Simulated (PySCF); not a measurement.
# One molecule, several mistakes: AlGeH8NSi

All numbers below are calculated, not measured. The program is PySCF 2.14.0, an open-source quantum chemistry code, run on an isolated molecule that a program drew, which may never have been made. The molecule is AlGeH8NSi (charge 0, singlet), drawn as the SMILES string `N[SiH2][GeH2][AlH2]`.

Each row is a Hartree-Fock (HF) and frozen-core CCSD(T) single point in the cc-pV(D+d)Z basis, meant for a local HF minimum. Run 1 is clean. Each other run has one planted mistake out of seven kinds, and not every kind appears here: one electron removed, one electron added, multiplicity raised by two, geometry at a saddle point, minimal basis STO-3G, one bond length entered in bohr, all coordinates scaled. The reference is restricted for singlets and unrestricted otherwise, and also for a bond in bohr. Adding or removing an electron swaps singlet and doublet. Electrons count all cores. HOMO and LUMO are orbital energies over both spins, the gradient is its largest component, and the lowest frequency (negative if imaginary) is given only where the gradient is small. Bond lengths are over the 11 bonds as drawn. T1 is the CCSD diagnostic: over 0.02 (restricted) or 0.045 (unrestricted) a single reference is doubtful. Germanium has the cc-pVDZ-PP basis, with a core potential (ECP10MDF) in place of its 10 inner electrons, and its 3s, 3p and 3d shells are frozen in CCSD(T).

Geometry of the clean run:
```xyz
12
AlGeH8NSi, angstrom
N    -2.1558   -0.6754   -4.1001
Si   -3.0484   -0.3343   -2.6577
Ge   -1.7493    0.3709   -0.7440
Al   -3.0643    0.8585    1.3309
H    -1.6975    0.0922   -4.5577
H    -1.5389   -1.4678   -4.0907
H    -4.0212    0.7399   -2.9711
H    -3.7872   -1.5637   -2.2817
H    -0.9425    1.6188   -1.1632
H    -0.7031   -0.7286   -0.4600
H    -3.3691   -0.2857    2.3811
H    -3.6338    2.3100    1.6029
```

| run | electrons | basis functions | <S^2> | HOMO (eV) | LUMO (eV) | gradient (hartree/bohr) | lowest frequency (cm^-1) | mean bond (Å) | longest bond (Å) | T1 | HF (hartree) | CCSD(T) (hartree) | mistake |
|---|---|---|---|---|---|---|---|---|---|---|---|---|---|
| 1 | 74 | 123 | 0.000 | -9.05 | 0.73 | 2.2e-05 | 43 | 1.6255 | 2.504 | 0.0130 | -883.35912 | -883.87625 | no fault |
| 2 | 74 | 123 | 0.000 | -8.90 | 0.50 | 4.8e-02 | - | 1.7490 | 2.695 | 0.0145 | -883.30971 | -883.83815 | all coordinates scaled |
| 3 | 73 | 123 | 0.823 | -14.26 | -6.43 | 5.2e-02 | - | 1.6255 | 2.504 | 0.0433 | -883.06747 | -883.56950 | ? |
| 4 | 74 | 123 | 2.029 | -5.51 | -1.97 | 3.8e-02 | - | 1.6255 | 2.504 | 0.0244 | -883.23491 | -883.75017 | ? |

**Which mistake was planted in run 3, and what did it cost?**

It counts 73 electrons, one fewer than the clean run, at the same geometry and basis. So the mistake is: one electron removed. Subtracting run 1 and multiplying by 627.51 kcal/mol a hartree, the energy moved by 183.0 kcal/mol in HF and 192.5 kcal/mol in CCSD(T).

**Which mistake was planted in run 4, and what did it cost?**

Electrons, basis and geometry are unchanged, and <S^2> is 2.029, beside S(S+1) = 2.00 for a multiplicity of 3. So the mistake is: multiplicity raised by two. Subtracting run 1 and multiplying by 627.51 kcal/mol a hartree, the energy moved by 77.9 kcal/mol in HF and 79.1 kcal/mol in CCSD(T).

